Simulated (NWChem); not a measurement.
System: Tl, doublet

Results from NWChem. Spin-unrestricted. The open p shell is one determinant without spherical averaging. No stability test was run on the SCF state. def2 effective core potentials on Tl; no spin-orbit coupling.

### Question
Predict the results for PBE/def2-TZVPP. Quantities: highest occupied level (eV); lowest empty minus highest occupied level, either spin (eV).

### Answer
The highest occupied level (eV) comes out as -2.68 and the lowest empty minus highest occupied level, either spin (eV) comes out as 0.15.
